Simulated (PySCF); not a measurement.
**Question.** Give a PBE0-D3(BJ)/def2-SVP geometry of `N#C[C@@]12CCC[C@@H]1[C@]1(F)CC[C@H]2C1`.

**Answer.** 
```
atom  x, y, z in Å
N1    -2.499   -0.139   -2.485
C2    -1.689    0.037   -1.675
C3    -0.674    0.268   -0.650
C4    -1.020    1.561    0.120
C5    -1.865    1.066    1.292
C6    -1.143   -0.205    1.742
C7    -0.718   -0.876    0.434
C8     0.665   -1.525    0.272
F9     0.706   -2.781    0.810
C10    1.789   -0.625    0.785
C11    1.844    0.485   -0.288
C12    0.741    0.083   -1.281
C13    0.862   -1.445   -1.247
H14   -1.526    2.304   -0.511
H15   -0.097    2.025    0.499
H16   -1.972    1.815    2.091
H17   -2.881    0.819    0.938
H18   -0.266    0.068    2.350
H19   -1.768   -0.861    2.363
H20   -1.454   -1.642    0.149
H21    2.716   -1.216    0.820
H22    1.607   -0.250    1.801
H23    1.717    1.496    0.122
H24    2.811    0.483   -0.812
H25    0.834    0.560   -2.266
H26    1.847   -1.816   -1.567
H27    0.075   -1.969   -1.808
```

Any rigid rotation of these coordinates is as good. Atoms count from 1 in this order. The 5-membered ring C3–C4–C5–C6–C7 has internal angles of 103.5° to 106.1°; it is puckered, 0.18 Å rms from its mean plane, widest ring torsion 41°. The 5-membered ring C3–C7–C8–C13–C12 has internal angles of 93.7° to 102.6°; it is puckered, 0.28 Å rms from its mean plane, widest ring torsion 59°. Of the pairs four or more bonds apart, H15···H23 is among the closest relative to their van der Waals radii: 1.93 Å, 80 % of the sum of Bondi's values. The C–C distances run from 1.462 Å (C2–C3, drawn single) to 1.577 Å (C3–C7, drawn single), a spread of 0.115 Å.

Bonds between heavy atoms (Å): N1≡C2 1.159, C2–C3 1.462, C3–C4 1.544, C4–C5 1.527, C5–C6 1.530, C6–C7 1.530, C7–C8 1.536, C8–F9 1.367, C8–C10 1.528, C10–C11 1.545, C11–C12 1.537, C12–C13 1.533, C3–C7 1.577, C8–C13 1.533, C3–C12 1.561.

The calculation used PBE0-D3(BJ)/def2-SVP geometry optimisation, gas phase (PySCF 2.14.0).

Point group: C1 (no symmetry element, even within 0.4 Å). Not checked by PBE0-D3(BJ)/def2-SVP frequencies. One conformer, not necessarily the lowest (C2–C3–C4–C5 92°, C3–C4–C5–C6 41°, C4–C5–C6–C7 -40°, C5–C6–C7–C8 138°).
